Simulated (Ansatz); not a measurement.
Reactions of C2H4FNSi (`C[SiH](F)C#N`).

Isolated molecules relaxed with PBE0-D4/def2-TZVP in Ansatz; ΔE leaves out vibrations. CCSD(T)/CBS is the MP2 limit (def2-TZVPP, def2-QZVPP) plus CCSD(T) − MP2 in def2-TZVPP, frozen cores. This one scheme is used for every species, atoms too. DFT in def2-TZVPP. B3LYP here is the variant with VWN-RPA as its local correlation; programs differ in this. Open shells (•) are unrestricted, without spin–orbit coupling. Spin–orbit coupling would lower the free atoms: a little for C, F, Si. def2 core potentials past Kr. Bonds to Ge, Sn are less sure, by a few kJ/mol each and by 10 to 20 or more in all where they break to atoms, as the def2 sets lack core-valence functions. Scalar relativity is left out up to krypton. One conformer a species, not always the lowest.

| reaction | B3LYP-D4 (kcal/mol) | MP2/CBS(def2) (kcal/mol) | B2PLYP (kcal/mol) | ωB97M-V (kcal/mol) |
| --- | --- | --- | --- | --- |
| `C[SiH](F)C#N` → 2 C• + F• + 4 H• + N• + Si• | 895.9 | 920.8 | 890.8 | 899.5 |
| `C[SiH](F)C#N` + `CCCC` → `CCCCC#N` + `C[SiH2]F` | 10.9 | 11.6 | 11.5 | 11.2 |
| `C[SiH](F)C#N` + `O[SiH](O)S` → `C[SiH](F)S[SiH](O)O` + `C#N` | -9.8 | -10.8 | -8.0 | -10.0 |
| `C[SiH](F)C#N` + HCl → `N#C[SiH](F)Cl` + CH₄ | -21.5 | -22.3 | -21.7 | -21.0 |
| `C[SiH](F)C#N` → `N=C1[SiH2]C1F` | 110.2 | 121.1 | 115.8 | 112.4 |
| `C[SiH](F)C#N` + `C[C]1=[CH][GeH2]1` → `C[SiH](C)C#N` + `F[C]1=[CH][GeH2]1` | 43.2 | 48.6 | 45.0 | 43.0 |
| `C[SiH](F)C#N` + CH₄ → `C[SiH](C)C#N` + H–F | 33.4 | 31.5 | 34.3 | 32.6 |
| `C[SiH](F)C#N` → `[CH3]`• + `N#C[SiH]F`• | 95.3 | 106.3 | 96.4 | 102.1 |
| `C[SiH](F)C#N` + `F[SiH]1[S][SnH2]1` → `C[Si](F)(F)C#N` + `[SiH2]1[S][SnH2]1` | -4.3 | -5.0 | -4.5 | -4.8 |
| `C[SiH](F)C#N` → acetonitrile + `F[SiH]` | 59.4 | 67.4 | 60.4 | 60.4 |

Give the CCSD(T)/CBS values in the same order. (Best estimate.)

Computed: 897.1, 11.5, -9.9, -21.0, 116.2, 46.2, 31.7, 101.3, -5.2, 62.8 kcal/mol.

Largest T1 diagnostic: 0.022, for `N#C[SiH]F`•.
